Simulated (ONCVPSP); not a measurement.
# Varying the ONCV potential for tungsten (W)

Base potential:

| Quantity | Value |
| --- | --- |
| Element | W (Z = 74) |
| Generator | ONCVPSP 4.0.1 |
| Type | optimised norm-conserving Vanderbilt (ONCV) |
| Functional | PBE |
| Relativity | non-relativistic |
| Frozen core | [Kr] 4d10 4f14 |
| Valence charge | 14 |
| Reference configuration | 5s2 5p6 5d4 6s1 (charge +1) |
| Partial waves | 5s+6s: rc 2.15 bohr, ncon 5, nbas 8, qcut 4.2 1/bohr, 2 projectors; 5p: rc 1.85 bohr, ncon 4, nbas 7, qcut 6.6 1/bohr, 3 projectors, debl 2.3 Ha; 5d: rc 2.20 bohr, ncon 5, nbas 9, qcut 6.3 1/bohr, 2 projectors, debl 2.4 Ha |
| Local potential | polynomial inside 1.20 bohr (lpopt 5, dvloc0 1 Ha) |
| Core correction | none |

All-electron outer shells of the reference configuration (PBE, non-relativistic, ld1.x):

| shell | level (eV) | outermost node (bohr) | outermost maximum (bohr) |
| --- | --- | --- | --- |
| 5s | -72.12 | 0.58 | 1.05 |
| 4f | -48.98 | – | 0.42 |
| 5p | -47.86 | 0.59 | 1.13 |
| 5d | -12.72 | 0.63 | 1.47 |
| 6s | -10.68 | 1.40 | 2.81 |

Cutoffs, loose and tight: the cutoffs (Ha) at which the residual kinetic energy of the hardest occupied pseudo-wave falls to 1 and 0.1 mHa per electron. They do not see the model core or the augmentation charge, which bear on the density cutoff. Test errors are all-electron minus pseudo excitation energies from the reference, over the configurations 5s2 5p6 5d4 6s2; 5s2 5p6 5d4 6s0; 5s2 5p6 5d3 6s0; 5s2 5p6 5d4 6s0 6p2. A dash means not determined; rows that change the core or the reference have their own tests.

A true bound ghost makes a file unfit for plane-wave use even where its test errors are small: the radial tests pick states by their node count and pass the ghost by.

```tsv
change	outcome	cutoff, loose	cutoff, tight	bound ghosts	GHOST(+) flags above zero	largest test error (meV)
base	generated	14 Ha	36 Ha	none	s, p	+3.7
d: qcut 3.5	generated	55 Ha	63 Ha	none	s, p, d	+14
p: qcut 3.8	generated	18 Ha	36 Ha	none	s	+3.3
local potential polynomial inside 1.35 bohr (lpopt 5, dvloc0 0 Ha)	generated	14 Ha	36 Ha	none	s	+3.7
s: rc 1.48	generated	73 Ha	82 Ha	none	s, p	+4.6
s: nproj 4	generated	14 Ha	36 Ha	s	s, p	+3.7
functional revPBE	generated	14 Ha	36 Ha	none	s, p	+2.8
local potential polynomial inside 1.20 bohr (lpopt 5, dvloc0 7.5 Ha)	generated	14 Ha	36 Ha	none	s	+3.7
core [Kr] 4d10, valence charge 28; reference 4f14 5s2 5p6 5d4 6s1.5 6p0.5; waves now 5s+6s: rc 1.60 bohr, ncon 4, nbas 8, qcut 6 1/bohr, 3 projectors, debl 1.4 Ha; 5p+6p: rc 2.50 bohr, ncon 4, nbas 8, qcut 5.4 1/bohr, 2 projectors; 5d: rc 1.70 bohr, ncon 3, nbas 7, qcut 4.9 1/bohr, 2 projectors, debl 1.8 Ha; 4f: rc 1.00 bohr, ncon 4, nbas 8, qcut 15.4 1/bohr, 2 projectors, debl 2.5 Ha; local potential polynomial inside 0.65 bohr (lpopt 5, dvloc0 1 Ha)	generated	117 Ha	259 Ha	s, p	d	+136
```

**Question.** What comes out with this change to the base: d: ncon 3, nbas 7?

**Answer.** outcome: generated; cutoff, loose: 13 Ha; cutoff, tight: 36 Ha; bound ghosts: none; GHOST(+) flags above zero: s, p; largest test error (meV): +5.3.

**Question.** What comes out with this change to the base: s: qcut 3.4; p: qcut 5.4; d: qcut 5.1?

**Answer.** outcome: generated; cutoff, loose: 22 Ha; cutoff, tight: 38 Ha; bound ghosts: d; GHOST(+) flags above zero: s, p; largest test error (meV): +6.0.

**Question.** What comes out with this change to the base: d: rc 3.24?

**Answer.** outcome: generated; cutoff, loose: 13 Ha; cutoff, tight: 36 Ha; bound ghosts: none; GHOST(+) flags above zero: s, p; largest test error (meV): +29.
